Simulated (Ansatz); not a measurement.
Harmonic frequencies (cm⁻¹) at PBE0-D4/def2-TZVP from Ansatz: 49, 85, 109, 193, 220, 271, 272, 288, 583, 627, 703, 1056, 1140, 1167, 1177, 1466, 1480, 1485, 3039, 3126, 3132.

Each molecule was computed in one conformer, which needn't be the lowest.

**Question.** Which molecule is it?
A. `[CH3][Mo](=[O])(=[S])[Cl]`
B. `C[O][Mo](=[O])([F])=[S]`
C. `[OH][Mo]([F])([F])([F])([F])[F]`
D. `[OH][Mo]([OH])([F])([F])=[S]`

**Answer.** B.
